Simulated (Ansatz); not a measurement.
Molecule: 1-methylsulfonylethyne, C3H4O2S, net charge 0, singlet state. 
Geometry from a B3LYP-D3(BJ)/def2-TZVP (Ansatz, a program for electronic structure) optimisation:
SMILES: S(C)(C#C)(=O)=O
```xyz
10

C      2.3876     0.8008     0.2859
C      1.2753     0.3710     0.1537
S     -0.3150    -0.2778    -0.0346
C     -1.2906     1.2008    -0.1840
O     -0.6622    -0.9383     1.1924
O     -0.3505    -0.9830    -1.2851
H      3.3771     1.1734     0.4036
H     -0.9622     1.7550    -1.0602
H     -1.1868     1.7872     0.7259
H     -2.3195     0.8632    -0.3073
```
Charge 0, spin multiplicity 1.

Wanted: atomisation energy (electronic, to ground-state atoms), in kcal/mol. Correlated levels leave the core frozen unless marked. Open shells are spin-unrestricted. No spin-orbit coupling. Non-relativistic. The coupled-cluster limit lacks core correlation, which all-electron functionals hold. Basis-set limits of correlation are two-point, X^-3; Hartree-Fock from the larger set.

```tsv
level	program	atomisation energy (kcal/mol)
BLYP-D4/def2-TZVPD	Ansatz + dftd4	[?]
B3LYP-D4/def2-TZVPD	Ansatz + dftd4	941.4
PBE0/6-31G*	Ansatz	[?]
HSE06-D4/def2-TZVPD	Ansatz + dftd4	[?]
B2GP-PLYP-D4/def2-TZVPD	Ansatz + dftd4	933.7
CCSD/aug-cc-pV(T+d)Z	Ansatz	894.2
CCSD(T)/CBS(aug-cc-pV(T+d)Z,aug-cc-pV(Q+d)Z)	Ansatz	948.4
```

Task: Fill in the missing entries.

Result: 
- BLYP-D4/def2-TZVPD, atomisation energy (kcal/mol): 952.5
- PBE0/6-31G*, atomisation energy (kcal/mol): 915.5
- HSE06-D4/def2-TZVPD, atomisation energy (kcal/mol): 953.8
